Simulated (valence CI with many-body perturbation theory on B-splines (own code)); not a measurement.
Valence orbitals of Pb LXI

Computed by configuration interaction combined with many-body perturbation theory (CI+MBPT): four valence electrons over a frozen Dirac-Fock core [Ar], radial functions for each j: 9 s, 9 p, 10 d, 8 f, 5 g, 3 h, 1 i, with the one-electron correlation potential Σ1, the two-electron term Σ2, the three-electron term Σ3, Breit, model QED; selected CI, second order for the rest (own B-spline code, finite nucleus).

No measured spectrum was set against this ion. As an estimate, large intervals hold to a few tenths of a per cent, small ones and those within an open d or f shell to about a per cent. The list stops below the first excitations out of the core. Only levels of the ground parity were solved; by the run's estimate the other parity begins above the list, which can be wrong where configurations are misplaced.

These are the spectroscopic orbitals of the CI (the correlating ones are not listed), shaped by the core and the other valence electrons. h is the expectation value of the core's Dirac-Fock operator, without the valence repulsion; Σ1 is computed up to l = 3 at one energy for each symmetry, that of its lowest orbital but kept below the first core excitation, so for empty shells it is not the orbital's own correlation shift; Breit and QED include the response of the core.

| Orbital | h (hartree) | Σ1 (cm⁻¹) | Breit (cm⁻¹) | QED (cm⁻¹) | ⟨r⟩ (bohr) |
| --- | --- | --- | --- | --- | --- |
| 4s1/2 | -154.43 | -8740 | 24417 | 19215 | 0.3201 |
| 5s1/2 | -95.009 | -3369 | 11730 | 9467 | 0.5200 |
| 6s1/2 | -64.317 | -1694 | 6406 | 5295 | 0.7700 |
| 4p1/2 | -150.71 | -11463 | 39001 | 1511 | 0.3133 |
| 5p1/2 | -93.158 | -4151 | 19126 | 769 | 0.5158 |
| 6p1/2 | -63.27 | -2048 | 10524 | 437 | 0.7684 |
| 4p3/2 | -142.69 | -10277 | 21426 | 2924 | 0.3325 |
| 5p3/2 | -89.23 | -3946 | 10695 | 1485 | 0.5395 |
| 6p3/2 | -61.059 | -1988 | 6658 | 846 | 0.7970 |
| 3d3/2 | -254.53 | -22424 | 47973 | -3020 | 0.1456 |
| 4d3/2 | -137.73 | -11520 | 18441 | -846 | 0.3113 |
| 5d3/2 | -86.826 | -4443 | 9006 | -376 | 0.5241 |
| 3d5/2 | -249.84 | -19551 | 25957 | -505 | 0.1498 |
| 4d5/2 | -135.92 | -10694 | 9945 | 59.7 | 0.3164 |
| 5d5/2 | -85.918 | -4056 | 4820 | 69.1 | 0.5303 |
| 4f5/2 | -131.53 | -29489 | 3232 | -717 | 0.2791 |
| 5f5/2 | -83.881 | -11353 | 1409 | -336 | 0.4970 |
| 4f7/2 | -130.84 | -21965 | 468 | -303 | 0.2815 |
| 5f7/2 | -83.514 | -8504 | 315 | -125 | 0.4998 |
| 5g7/2 | -82.311 |  | 306 | -109 | 0.4448 |
| 5g9/2 | -82.13 |  | -30.3 | -3.2 | 0.4464 |

Among the shells of the start configuration 3d4, Σ1 is largest in size for 3d3/2, where it is 0.040 % of h.

Lowest root of each symmetry, sizes in configuration state functions:

```
J  Parity  Roots  Reference  Variational  Second order  Change by selected CI (cm⁻¹)  Change by second order (cm⁻¹)
0    even      3         19         6565         13762                        -14467                             -1
1    even      3         43        16412          5791                        -12094                             -3
2    even      6         61        24471          8458                        -14259                             -6
3    even      4         57        23597         14058                        -14502                            -13
4    even      5         48        23697         13922                        -13556                            -17
5    even      2         29        22164         10791                        -12045                             -9
6    even      2         15        18894          7498                        -12318                             -6
```
